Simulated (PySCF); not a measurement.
C7H11Cl.
Cartesian coordinates in Å at the GFN2-xTB level; atoms count from 1:
```xyz
19
C7H11Cl angstrom
C      2.079   -0.469   -0.433
C      0.690   -0.163    0.063
C      0.514    0.714    1.275
C      0.036    1.185   -0.067
C     -1.434    0.985   -0.362
C     -1.718   -0.463    0.061
C     -0.393   -1.207   -0.119
Cl    -0.314   -1.886   -1.781
H      2.068   -0.691   -1.498
H      2.488   -1.330    0.094
H      2.732    0.384   -0.265
H      1.409    1.170    1.673
H     -0.206    0.451    2.033
H      0.537    2.013   -0.546
H     -2.069    1.692    0.173
H     -1.609    1.109   -1.432
H     -2.016   -0.508    1.109
H     -2.513   -0.914   -0.530
H     -0.289   -2.066    0.546
```

The calculation used TDDFT PBE0/def2-SVPD, vertical, gas phase, core orbitals frozen in the response in PySCF.

Ground-to-excited transition dipoles (e·a0, same axes as the geometry; the sign carries no meaning), for the states with f of 0.002 or more among the lowest 6:

```tsv
state	E (hartree)	μx	μy	μz
S1	0.2633	0.030	-0.004	-0.232
S2	0.2693	0.084	-0.079	0.046
S3	0.2727	-0.051	-0.075	-0.360
S4	0.2778	-0.037	-0.390	-0.105
S5	0.2837	0.177	0.086	-0.114
S6	0.2874	-0.073	-0.102	-0.213
```

(1) Work out the oscillator strengths.

(2) Which bond between heavy atoms lies closest to the direction of the S4 transition dipole?

(3) What angle do the transition dipoles of S4 and S6 make?

(4) What peak molar absorption coefficient would the strongest computed level give as a lone Gaussian band 0.4 eV wide at half height?

## Answers

(1) f = (2/3) ΔE |μ|² with ΔE in hartree (27.2114 eV).

```csv
state,|μ|² (au),|μ| (D),f
S1,0.055,0.59,0.010
S2,0.015,0.32,0.003
S3,0.138,0.94,0.025
S4,0.165,1.03,0.030
S5,0.052,0.58,0.010
S6,0.061,0.63,0.012
```

(2) C5–C6, at 32° from it; next C2–C4 at 37°.

(3) |cos θ| = |μa·μb| / (|μa| |μb|) = 0.65, so θ ≈ 50° (taken between 0 and 90°, since the signs are arbitrary).

(4) ε(max) = 2.175×10⁸ f / FWHM, with the width in cm⁻¹. S4: 2.175×10⁸ × 0.0305 / 3226 ≈ 2100 L mol⁻¹ cm⁻¹.

One conformer stands for the species.

Without π bonds the low states may be Rydberg-like; a valence basis with one diffuse set may place them up to an eV too high.
